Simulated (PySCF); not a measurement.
Record of a relaxation.

Compound: CH8N2Si.
Bonds: C1–Si2, Si2–N3, Si2–N4. Hydrogens: H5, H6, H7 on C1; H8 on Si2; H9, H10 on N3; H11, H12 on N4.

Computed by this run: PBE0-D3(BJ)/def2-SVP geometry optimisation, gas phase (PySCF 2.14.0); density fitting, grid level 1; the optimiser is geomeTRIC in internal coordinates, started from a GFN2-xTB structure with every atom displaced at random (about 0.01 Å). 14 of its 24 geometries are shown. The frame can shift and turn from step to step; on so coarse a grid that alone can change the energy by a few meV, and forces under 0.02 eV/Å are noise.

Step 0: E = -12012.9998 eV, largest atomic force 2.226 eV/Å
```
atom  x, y, z in Å  |  force x, y, z in eV/Å
C1      1.601   -0.365   -0.040   -1.587   1.556  -0.115
Si2    -0.225    0.052    0.393    1.013  -0.339  -0.888
N3     -1.251   -1.138   -0.346    1.200   0.059   0.053
N4     -0.632    1.532   -0.390   -1.946  -0.726  -0.346
H5      2.186   -0.468    0.836    0.927  -0.266   1.292
H6      1.648   -1.252   -0.621    0.080  -1.246  -0.789
H7      2.032    0.451   -0.638   -0.059   0.041  -0.076
H8     -0.347    0.121    1.865   -0.087  -0.019   0.519
H9     -1.021   -2.100   -0.153   -0.039  -0.358   0.049
H10    -2.231   -1.002   -0.311   -1.257   0.075   0.040
H11    -0.092    2.334   -0.232    1.066   1.411   0.329
H12    -1.628    1.806   -0.372    0.689  -0.189  -0.067
```

Step 2: E = -12013.1582 eV, largest atomic force 0.175 eV/Å
```
atom  x, y, z in Å  |  force x, y, z in eV/Å
C1      1.571   -0.378    0.089    0.036  -0.015  -0.017
Si2    -0.231    0.084    0.352    0.010  -0.067   0.089
N3     -1.238   -1.145   -0.357   -0.055   0.025  -0.022
N4     -0.583    1.557   -0.483    0.054   0.093  -0.138
H5      2.131   -0.508    1.028   -0.035  -0.012  -0.009
H6      1.639   -1.311   -0.493    0.006   0.021   0.011
H7      2.068    0.406   -0.504   -0.007  -0.008   0.008
H8     -0.464    0.212    1.839    0.011   0.030  -0.005
H9     -1.018   -2.105   -0.110    0.016  -0.009  -0.010
H10    -2.245   -1.021   -0.313    0.013  -0.011   0.015
H11    -0.066    2.400   -0.254   -0.052  -0.012   0.033
H12    -1.518    1.786   -0.799    0.004  -0.037   0.044
```

Step 4: E = -12013.1670 eV, largest atomic force 0.194 eV/Å
```
atom  x, y, z in Å  |  force x, y, z in eV/Å
C1      1.578   -0.393    0.090   -0.044   0.035  -0.031
Si2    -0.215    0.094    0.343   -0.083   0.061  -0.089
N3     -1.240   -1.126   -0.357    0.086   0.002   0.067
N4     -0.574    1.558   -0.522   -0.013  -0.176  -0.081
H5      2.107   -0.536    1.041    0.077  -0.004   0.062
H6      1.644   -1.326   -0.487    0.000  -0.064  -0.057
H7      2.096    0.383   -0.495    0.004   0.003   0.032
H8     -0.438    0.265    1.826   -0.007  -0.004   0.024
H9     -1.006   -2.089   -0.136    0.004  -0.018  -0.023
H10    -2.244   -1.009   -0.280   -0.074  -0.003   0.019
H11    -0.128    2.418   -0.236    0.034   0.155   0.083
H12    -1.535    1.736   -0.793    0.016   0.013  -0.007
```

Step 5: E = -12013.1715 eV, largest atomic force 0.184 eV/Å
```
atom  x, y, z in Å  |  force x, y, z in eV/Å
C1      1.581   -0.406    0.090   -0.062   0.021  -0.010
Si2    -0.206    0.106    0.334   -0.062   0.068  -0.127
N3     -1.243   -1.114   -0.350    0.081  -0.005   0.093
N4     -0.561    1.562   -0.556   -0.039  -0.179   0.008
H5      2.094   -0.561    1.048    0.085  -0.005   0.049
H6      1.642   -1.337   -0.492   -0.003  -0.054  -0.060
H7      2.116    0.368   -0.482    0.010   0.012   0.028
H8     -0.425    0.308    1.814   -0.012  -0.001   0.019
H9     -0.993   -2.078   -0.156    0.004  -0.009  -0.030
H10    -2.246   -1.008   -0.242   -0.061  -0.005   0.017
H11    -0.180    2.433   -0.210    0.047   0.135   0.075
H12    -1.536    1.703   -0.803    0.014   0.024  -0.061
```

Step 7: E = -12013.1883 eV, largest atomic force 0.367 eV/Å
```
atom  x, y, z in Å  |  force x, y, z in eV/Å
C1      1.573   -0.432    0.087    0.024  -0.073   0.056
Si2    -0.203    0.136    0.325    0.095  -0.035  -0.010
N3     -1.254   -1.097   -0.300   -0.147  -0.011   0.050
N4     -0.520    1.585   -0.601   -0.088   0.183   0.306
H5      2.085   -0.651    1.040   -0.081  -0.017  -0.083
H6      1.615   -1.333   -0.550    0.000   0.088   0.035
H7      2.141    0.357   -0.429    0.003   0.019  -0.016
H8     -0.422    0.391    1.799    0.018   0.052  -0.044
H9     -0.946   -2.060   -0.215    0.020   0.031  -0.031
H10    -2.250   -1.045   -0.100    0.096  -0.006  -0.019
H11    -0.296    2.463   -0.127    0.008  -0.189  -0.137
H12    -1.478    1.661   -0.936    0.052  -0.042  -0.109
```

Step 9: E = -12013.2217 eV, largest atomic force 0.842 eV/Å
```
atom  x, y, z in Å  |  force x, y, z in eV/Å
C1      1.544   -0.476    0.082    0.173  -0.055  -0.020
Si2    -0.199    0.186    0.349    0.247  -0.142   0.071
N3     -1.286   -1.063   -0.147   -0.324  -0.142   0.051
N4     -0.460    1.628   -0.599   -0.298   0.558   0.555
H5      2.026   -0.914    0.978   -0.283   0.007  -0.168
H6      1.561   -1.228   -0.734    0.015   0.154   0.172
H7      2.181    0.362   -0.241    0.009   0.005  -0.039
H8     -0.389    0.545    1.803    0.051   0.074  -0.115
H9     -0.924   -1.975   -0.401    0.029   0.017   0.043
H10    -2.214   -1.150    0.263    0.159   0.060  -0.137
H11    -0.611    2.487   -0.051    0.149  -0.448  -0.374
H12    -1.185    1.574   -1.310    0.074  -0.089  -0.038
```

Step 11: E = -12013.2747 eV, largest atomic force 0.264 eV/Å
```
atom  x, y, z in Å  |  force x, y, z in eV/Å
C1      1.523   -0.478    0.055    0.029   0.150  -0.130
Si2    -0.201    0.193    0.363   -0.067  -0.038   0.016
N3     -1.295   -1.092   -0.029    0.128  -0.023   0.000
N4     -0.494    1.641   -0.538    0.093  -0.153  -0.129
H5      1.875   -1.127    0.868   -0.018  -0.059   0.060
H6      1.568   -1.053   -0.884   -0.004  -0.026  -0.044
H7      2.225    0.365   -0.051    0.014  -0.032   0.047
H8     -0.352    0.644    1.783    0.036  -0.032   0.070
H9     -0.954   -1.953   -0.437    0.011  -0.048   0.070
H10    -2.186   -1.221    0.429   -0.117   0.043  -0.030
H11    -0.838    2.464   -0.073   -0.106   0.206   0.126
H12    -0.825    1.592   -1.493    0.002   0.012  -0.057
```

Step 12: E = -12013.2890 eV, largest atomic force 0.351 eV/Å
```
atom  x, y, z in Å  |  force x, y, z in eV/Å
C1      1.522   -0.465    0.041   -0.066   0.044  -0.075
Si2    -0.206    0.183    0.363   -0.117   0.020   0.006
N3     -1.289   -1.111   -0.032    0.230   0.040  -0.056
N4     -0.519    1.634   -0.522    0.030  -0.221  -0.212
H5      1.847   -1.133    0.848    0.098  -0.079   0.097
H6      1.569   -1.030   -0.902   -0.001  -0.040  -0.104
H7      2.230    0.373   -0.045   -0.002  -0.021   0.076
H8     -0.351    0.622    1.788    0.064   0.000   0.056
H9     -0.930   -1.999   -0.360   -0.014  -0.036   0.060
H10    -2.216   -1.199    0.360   -0.117   0.031  -0.012
H11    -0.798    2.480   -0.057   -0.121   0.274   0.183
H12    -0.815    1.621   -1.489    0.017  -0.012  -0.019
```

Step 14: E = -12013.3274 eV, largest atomic force 0.254 eV/Å
```
atom  x, y, z in Å  |  force x, y, z in eV/Å
C1      1.521   -0.451    0.003   -0.142  -0.189   0.093
Si2    -0.211    0.172    0.374    0.088   0.020   0.065
N3     -1.243   -1.148   -0.051   -0.035   0.107  -0.158
N4     -0.656    1.612   -0.461   -0.194   0.120  -0.080
H5      1.801   -1.211    0.751    0.125   0.017  -0.011
H6      1.564   -0.931   -0.987    0.002   0.050  -0.034
H7      2.261    0.361    0.029    0.030   0.029   0.054
H8     -0.284    0.582    1.820    0.064   0.054  -0.043
H9     -0.901   -2.100   -0.022   -0.029  -0.003  -0.003
H10    -2.254   -1.100   -0.002    0.034  -0.001   0.061
H11    -0.732    2.512   -0.003    0.009  -0.120   0.037
H12    -0.820    1.679   -1.458    0.047  -0.084   0.021
```

Step 16: E = -12013.3430 eV, largest atomic force 0.176 eV/Å
```
atom  x, y, z in Å  |  force x, y, z in eV/Å
C1      1.534   -0.459    0.009   -0.019  -0.101   0.045
Si2    -0.198    0.170    0.379    0.019   0.044   0.003
N3     -1.252   -1.129   -0.051   -0.002  -0.040  -0.108
N4     -0.688    1.589   -0.472   -0.039   0.065   0.114
H5      1.820   -1.264    0.710   -0.025   0.029  -0.054
H6      1.596   -0.865   -1.014    0.018   0.039   0.030
H7      2.281    0.343    0.111   -0.022   0.027  -0.009
H8     -0.238    0.600    1.820   -0.001   0.041  -0.032
H9     -0.953   -2.094    0.009   -0.017  -0.004   0.015
H10    -2.261   -1.041   -0.025    0.039   0.018   0.051
H11    -0.803    2.482   -0.005    0.045  -0.127  -0.114
H12    -0.793    1.642   -1.477    0.004   0.009   0.059
```

Step 18: E = -12013.3497 eV, largest atomic force 0.133 eV/Å
```
atom  x, y, z in Å  |  force x, y, z in eV/Å
C1      1.536   -0.459    0.014    0.041   0.051  -0.016
Si2    -0.199    0.158    0.378    0.021  -0.056   0.030
N3     -1.258   -1.131   -0.075    0.007   0.015  -0.058
N4     -0.700    1.572   -0.467   -0.055  -0.070  -0.030
H5      1.833   -1.276    0.691   -0.011  -0.028   0.017
H6      1.620   -0.826   -1.020   -0.005  -0.004  -0.016
H7      2.260    0.361    0.144    0.008  -0.014   0.012
H8     -0.236    0.595    1.815   -0.008   0.002   0.012
H9     -0.991   -2.102    0.026    0.013   0.003   0.018
H10    -2.262   -1.010   -0.022   -0.038  -0.013   0.031
H11    -0.742    2.475   -0.021    0.020   0.122   0.050
H12    -0.816    1.619   -1.469    0.007  -0.008  -0.050
```

Step 19: E = -12013.3524 eV, largest atomic force 0.125 eV/Å
```
atom  x, y, z in Å  |  force x, y, z in eV/Å
C1      1.536   -0.457    0.013    0.034   0.101  -0.026
Si2    -0.201    0.151    0.377    0.050  -0.070   0.044
N3     -1.261   -1.134   -0.088   -0.029   0.035  -0.022
N4     -0.721    1.561   -0.462   -0.068  -0.006  -0.089
H5      1.827   -1.299    0.661   -0.011  -0.033   0.024
H6      1.636   -0.780   -1.034   -0.010  -0.018  -0.018
H7      2.256    0.359    0.186    0.015  -0.029   0.014
H8     -0.233    0.590    1.814   -0.018  -0.022   0.015
H9     -1.014   -2.105    0.055    0.026  -0.006   0.010
H10    -2.263   -0.994   -0.028   -0.029  -0.023   0.020
H11    -0.706    2.473   -0.031    0.030   0.100   0.068
H12    -0.810    1.611   -1.468    0.010  -0.029  -0.040
```

Step 21: E = -12013.3570 eV, largest atomic force 0.083 eV/Å
```
atom  x, y, z in Å  |  force x, y, z in eV/Å
C1      1.529   -0.452    0.009   -0.015   0.037  -0.011
Si2    -0.213    0.151    0.372    0.035   0.001   0.013
N3     -1.272   -1.134   -0.102   -0.041   0.023   0.029
N4     -0.743    1.564   -0.464   -0.023   0.066  -0.044
H5      1.787   -1.338    0.612    0.002  -0.002   0.003
H6      1.646   -0.716   -1.054   -0.006  -0.011   0.003
H7      2.258    0.338    0.247    0.013  -0.017   0.006
H8     -0.253    0.576    1.815   -0.008  -0.018   0.002
H9     -1.010   -2.098    0.068    0.016  -0.002  -0.008
H10    -2.271   -1.006    0.020    0.013  -0.015  -0.015
H11    -0.635    2.484   -0.054    0.015  -0.034   0.014
H12    -0.781    1.607   -1.476    0.000  -0.028   0.009
```

Step 23: E = -12013.3580 eV, largest atomic force 0.024 eV/Å
```
atom  x, y, z in Å  |  force x, y, z in eV/Å
C1      1.523   -0.450    0.008   -0.007  -0.022   0.006
Si2    -0.216    0.158    0.375    0.006  -0.010   0.001
N3     -1.272   -1.129   -0.101   -0.001   0.001   0.017
N4     -0.747    1.572   -0.462   -0.011   0.018   0.011
H5      1.771   -1.342    0.609    0.001   0.007  -0.004
H6      1.633   -0.718   -1.055    0.001   0.004   0.005
H7      2.266    0.326    0.247    0.001   0.004  -0.002
H8     -0.258    0.572    1.820    0.001   0.007  -0.005
H9     -0.996   -2.090    0.064   -0.002   0.003  -0.015
H10    -2.273   -1.016    0.023    0.007   0.002  -0.005
H11    -0.602    2.490   -0.061    0.003  -0.008  -0.005
H12    -0.783    1.603   -1.474    0.001  -0.006  -0.005
```

**Question.** Summarise the path.

**Answer.** The energy falls by 8.26 kcal/mol from step 0 to step 23; nine tenths of that is first reached at step 14. It falls at every step. The largest force goes from 2.226 to 0.024 eV/Å. Among the bonds C1–H5 changes most (a near tie, within 0.001 Å, with another), from 1.058 to 1.103 Å; the atoms move by 0.633 Å rms after alignment.

**Question.** Follow the three bonds and two angles with the largest change from start to end.

**Answer.** 
```tsv
step	E above end (kcal/mol)	largest force (eV/Å)	C1–H5 (Å)	C1–Si2 (Å)	C1–H6 (Å)	N4–Si2–H8 (°)	C1–Si2–N4 (°)
0	8.26	2.226	1.058	1.922	1.061	113.1	107.9
1	4.84	0.511	1.106	1.888	1.108	112.2	109.5
2	4.61	0.175	1.101	1.878	1.102	111.9	109.7
3	4.53	0.136	1.099	1.877	1.100	111.6	110.0
4	4.41	0.194	1.097	1.876	1.099	111.3	110.4
5	4.30	0.184	1.098	1.876	1.099	111.1	110.8
6	4.19	0.139	1.099	1.877	1.101	110.9	110.9
7	3.91	0.367	1.103	1.880	1.104	110.6	110.8
8	3.62	0.598	1.106	1.882	1.107	109.9	110.6
9	3.14	0.842	1.108	1.883	1.109	107.9	110.6
10	2.65	0.572	1.106	1.881	1.107	106.7	110.5
11	1.92	0.264	1.099	1.875	1.101	102.9	111.7
12	1.59	0.351	1.097	1.873	1.100	102.9	111.7
13	1.09	0.241	1.098	1.874	1.099	102.3	112.9
14	0.71	0.254	1.103	1.878	1.101	103.1	114.8
15	0.52	0.239	1.105	1.881	1.103	102.1	116.2
16	0.35	0.176	1.105	1.880	1.103	103.3	116.1
17	0.27	0.095	1.103	1.878	1.102	103.2	116.3
18	0.19	0.133	1.101	1.876	1.101	102.9	116.4
19	0.13	0.125	1.101	1.877	1.101	102.7	116.8
20	0.07	0.116	1.101	1.877	1.101	102.7	116.9
21	0.02	0.083	1.102	1.878	1.102	103.0	117.0
22	0.00	0.037	1.103	1.878	1.102	103.3	117.0
23	0.00	0.024	1.103	1.878	1.102	103.4	117.1
```

The cost below is that of the whole optimisation. On one thread, Arm Neoverse N1 (aarch64), shared host with 64 logical CPUs at a one-minute load of 55, this took 2.0 min wall and 0.41 GiB of memory at its peak.
